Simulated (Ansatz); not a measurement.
Reaction (redistribution): `C=[C]([AlH2])[SnH3]` + `BB[SiH2]F` → `F[SiH2][BH][SnH3]` + `B[C](=C)[AlH2]`

Program: Ansatz. Geometries: PBE0-D4/def2-TZVP. ΔE: electronic, gas phase. CCSD(T)/CBS is the MP2 limit (def2-TZVPP, def2-QZVPP) plus CCSD(T) − MP2 in def2-TZVPP, frozen cores. DFT in def2-TZVPP. Elements past krypton have def2 core potentials. For Sn outer-core shells are correlated without core-valence functions, which leaves a few kJ/mol of doubt a bond. One conformer a species, not always the lowest.

CCSD(T)/CBS gives -4.4 kcal/mol.

(1) Another level gave -3.3 kcal/mol. Which?
A. PBE-D4/def2-TZVPP
B. PBE0-D4/def2-TZVPP
C. HF/def2-TZVPP
D. SCS-MP2/def2-TZVPP

Largest T1 diagnostic among the species: 0.014.

Results:

(1) B. PBE0-D4 -3.3, HF/def2-TZVPP -6.8, SCS-MP2/def2-TZVPP -4.7, PBE-D4 -1.9 kcal/mol.

From PBE to PBE0 (25 % exact exchange), in def2-TZVPP and without D4, ΔE moves by −1.4 kcal/mol. In def2-TZVPP, CCSD(T) changes the Hartree–Fock value by +2.4 kcal/mol (the triples alone add +0.3 kcal/mol) and MP2 by +2.4 kcal/mol.
